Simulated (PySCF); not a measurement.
C5H5FO. Atoms are numbered in the order given.

```xyz
12

C      1.8539     0.1731     1.8736
C      1.1057     0.0380     0.9360
C      0.1587    -0.1436    -0.1806
F      0.8113    -0.7842    -1.2029
C     -1.2200    -0.7606     0.1080
C     -1.7514     0.5642    -0.4593
O     -0.4077     1.0559    -0.6306
H      2.5274     0.3001     2.7038
H     -1.4081    -1.6607    -0.4912
H     -1.4298    -0.9476     1.1685
H     -2.2894     0.5004    -1.4189
H     -2.3216     1.1922     0.2430
```

The structure is a stationary point at ωB97X-D3(BJ)/def2-SVP. The structure was generated by enumeration; whether it is a known compound was not checked.

Computed with PBE/pcSseg-1 (PySCF).

GIAO shieldings, no solvent; atoms listed in one row are averaged. δ = σ(ref) − σ: ¹³C against TMS (σ = 182.0 ppm); ¹⁹F against CFCl3 (σ = 133.6 ppm); ¹⁷O against H2O (σ = 334.3 ppm); ¹H against TMS (σ = 31.49 ppm), references at their B3LYP-D3(BJ)/def2-TZVP geometries, non-relativistic.

```
nucleus    atoms  count  δ (ppm)
-------  -------  -----  -------
¹³C           C3      1    116.6
¹³C           C2      1     84.2
¹³C           C1      1     79.2
¹³C           C6      1     69.1
¹³C           C5      1     42.3
¹⁹F           F4      1   -109.3
¹⁷O           O7      1    136.8
¹H           H11      1     4.87
¹H           H12      1     4.73
¹H       H9, H10      2     3.19
¹H            H8      1     2.73
```
